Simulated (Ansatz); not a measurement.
C2H6AuClS, charge +1, doublet, geometry from GFN2-xTB (such geometries of metal compounds can be far from the true shape) (the multiplicity is a formal guess) (core potentials on Au). Base run: Ansatz (an electronic-structure program) with BLYP/def2-SVP.

Geometry (Å):
```xyz
11

Au     0.2398    -0.4435    -0.0656
Cl     2.4320    -0.8148     0.4419
C     -1.3790     2.3041    -1.2032
S     -1.8073     0.8193    -0.2642
C     -2.1061     1.5304     1.3714
H     -0.5659     2.8420    -0.7239
H     -2.2630     2.9368    -1.2575
H     -1.0939     1.9993    -2.2060
H     -1.2505     2.1135     1.7002
H     -2.2997     0.7162     2.0636
H     -2.9876     2.1657     1.3081
```
Charge +1, spin multiplicity 2.
Orbitals are unrestricted.
All else is at Ansatz's defaults.

Variants of this job, named by their change:

| change | E (Eh) | <S^2> | core-seconds (rough) |
|---|---|---|---|
| base | -1073.28803 | 0.752 | 20 |
| functional = B97M-V | -1073.12425 | 0.753 | 60 |
| functional = cam_b3lyp | -1073.27115 | 0.756 | 30 |
| functional = b3lyp | -1073.43966 | 0.754 | 10 |
| functional = pbe | -1072.93288 | 0.752 | 20 |
| functional = lc_wpbe | -1073.07332 | 0.757 | 30 |
| functional = b3lyp5 | -1073.18014 | 0.754 | 10 |
| functional = revpbe | -1073.27086 | 0.752 | 20 |
| functional = blyp; dispersion = d4 | -1073.30927 | 0.752 | 20 |
| functional = SVWN5 | -1069.56426 | 0.751 | 10 |
| functional = pbe0 | -1072.96346 | 0.755 | 10 |
| functional = hf | -1070.47394 | 0.759 | 30 |
| functional = wB97X | -1073.35004 | 0.756 | 50 |

Total energies compare only within one method and basis.
